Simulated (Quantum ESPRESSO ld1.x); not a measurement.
The run below uses ld1.x (Quantum ESPRESSO 7.5).

```
 &input
    atom='Al',
    iswitch=1,
    rel=2,
    dft='PBE',
    config='[Ne] 3s0.5 3p1.5',
    rel_dist='average',
    verbosity='high',
    lsmall=.true.,
    prefix='ld1',
    max_out_wfc=37,
    file_charge='ld1.rho',
 /
```

Command: `OMP_NUM_THREADS=1 ld1.x < ld1.in > ld1.out`

It prints (banner and zero overlaps left out):

```
     Program LD1 v.7.5 starts

     --------------------------- All-electron run ----------------------------

     dirac relativistic calculation

     atomic number is 13.00
     dft =PBE   lsd =0 sic =0 latt =0  beta=0.20 tr2=1.0E-14
     Exchange-correlation= PBE
                           (   1   4   3   4   0   0   0)
     mesh =1897 r(mesh) =  99.78827 a.u. xmin = -8.00 dx = 0.00800
     1 Ry =  13.60569312 eV, c = 137.03599908

     n l j   nl                  e(Ry)          e(Ha)          e(eV)
     Spin orbit split results
     1 0 0.5 1S 1( 2.00)    -111.877496732     -55.938748366  -1522.1708879
     2 0 0.5 2S 1( 2.00)      -8.751178784      -4.375589392   -119.0658530
     2 1 0.5 2P 1( 2.00)      -5.940788012      -2.970394006    -80.8285386
     2 1 1.5 2P 1( 4.00)      -5.908261455      -2.954130728    -80.3859923
     3 0 0.5 3S 1( 0.50)      -1.174486822      -0.587243411    -15.9797073
     3 1 0.5 3P 1( 0.50)      -0.741510721      -0.370755360    -10.0887673
     3 1 1.5 3P 1( 1.00)      -0.739631939      -0.369815970    -10.0632052
     Averaged results
     1 0     1S 1( 2.00)    -111.877496732     -55.938748366  -1522.1708879
     2 0     2S 1( 2.00)      -8.751178784      -4.375589392   -119.0658530
     2 1     2P 1( 6.00)      -5.919103641      -2.959551820    -80.5335077
     3 0     3S 1( 0.50)      -1.174486822      -0.587243411    -15.9797073
     3 1     3P 1( 1.50)      -0.740258200      -0.370129100    -10.0717259

     final scf error:  1.0E-15 reached in  24 iterations

     Etot =    -484.303620 Ry,    -242.151810 Ha,   -6589.286439 eV

     Ekin =     485.395155 Ry,     242.697577 Ha,    6604.137521 eV
     Encl =   -1149.720949 Ry,    -574.860475 Ha,  -15642.750413 eV
     Eh   =     216.374867 Ry,     108.187434 Ha,    2943.930042 eV
     Exc  =     -36.352693 Ry,     -18.176347 Ha,    -494.603589 eV
```

Run on one thread of a shared host, so times are rough (Intel(R) Xeon(R) Processor @ 2.60GHz): 0.37 s of CPU time, 1.2 s wall, 24 iterations on 1897 mesh points.
